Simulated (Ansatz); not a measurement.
Stepwise reaction of `F[Si](F)([SeH])[SeH]` with hydrogen, as a gas-phase model of exchange steps in deposition or etching. ΔE in kJ/mol; ΔG adds harmonic PBE0-D4 terms to CCSD(T)/CBS, at 1 bar.

Program: Ansatz. Geometries: PBE0-D4/def2-TZVP. ΔE: electronic, gas phase. CCSD(T)/CBS adds triple-zeta CCSD(T) − MP2 to the extrapolated MP2 energy (def2 sets, frozen cores). This one scheme is used for every species. Functionals use def2-TZVPP. B3LYP here is the variant with VWN-RPA as its local correlation; programs differ in this. For Se outer-core shells are correlated without core-valence functions, which leaves a few kJ/mol of doubt a bond. Scalar relativity is left out up to krypton. Each species was taken in one conformer, which may not be the lowest.

```json
{"step": "1", "reaction": "`F[Si](F)([SeH])[SeH]` + H₂ → `F[SiH](F)[SeH]` + H₂Se", "PBE-D4": "52.9", "B3LYP-D4": "45.2", "ωB97M-V": "44.2", "CCSD(T)/CBS": "46.4", "ΔG(500 K)": "30.3"}
{"step": "2", "reaction": "`F[SiH](F)[SeH]` + H₂ → `F[SiH2]F` + H₂Se", "PBE-D4": "49.7", "B3LYP-D4": "41.0", "ωB97M-V": "42.1", "CCSD(T)/CBS": "43.5", "ΔG(500 K)": "38.2"}
```

Q: By hand: ΔE of the 2 steps together at CCSD(T)/CBS.

A: (46.4) + (43.5) = 89.9 kJ/mol, or 45.0 kJ/mol a step.

In ΔE the steps differ by no more than 2.9 kJ/mol. All are uphill at CCSD(T)/CBS. ΔG lies between 30.3 and 38.2 kJ/mol a step. PBE-D4 differs from CCSD(T)/CBS by 6.2 to 6.5 kJ/mol a step. Isolated molecules leave out the surface, adducts and barriers. Largest T1 diagnostic: 0.012.
